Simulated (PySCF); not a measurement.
How the numbers were obtained: geometry: GFN2-xTB, σ from GIAO-PBE0/pcSseg-1, in PySCF 2.14.0 with density-fitted response routines (no solvent, non-relativistic Hamiltonian, averaged over atoms made equivalent by symmetry, fast rotation or ring inversion, one conformer).

δ = σ(ref) − σ, references computed at the same level: 1H, 13C vs TMS. Acid and N–H amide carbonyl carbons lie up to 10 ppm further downfield in solution (hydrogen bonding). Shifts are as computed. Against solution values, carbons near 30 ppm lie about +3 ppm off and those near 130 ppm about +5 ppm. Of 1211 compounds with measured shifts, 218 miss one by over three times the rms of a fit or turn the order of signals round; such compounds aren't used in these exercises. OH and NH positions are gas-phase values without hydrogen bonding to other molecules.

**Question.** Order these molecules by the shift of their most shielded carbon, lowest δ first.
A. C=C[C@H](C)C(=O)O
B. C=C[C@H](C)F
C. CC1(F)CC1
D. COC(=O)c1pcpcp1

**Answer.** C (13.6 ppm, three-membered-ring carbon), A (19.4 ppm, methyl carbon), B (24.6 ppm, methyl carbon), D (50.7 ppm, methyl carbon bonded to O).

**Question.** Order these molecules by the shift of their most shielded carbon-bound hydrogen, lowest δ first.
A. COC(=O)c1pcpcp1
B. CC1(F)CC1
C. C=C[C@H](C)F

**Answer.** B (0.33 ppm, hydrogen on a three-membered-ring carbon), C (1.39 ppm, hydrogen on a methyl carbon), A (4.45 ppm, hydrogen on a methyl carbon bonded to O).

**Question.** How many 13C and 1H signals does each give (equivalence by symmetry and fast rotation, but not about amide C–N or C=N bonds)? `COC(=O)c1pcpcp1`, `C=C[C@H](C)C(=O)O`, `C=C[C@H](C)F`, `CC1(F)CC1`

**Answer.** COC(=O)c1pcpcp1: 4 C, 2 H; C=C[C@H](C)C(=O)O: 5 C, 6 H; C=C[C@H](C)F: 4 C, 5 H; CC1(F)CC1: 3 C, 3 H.
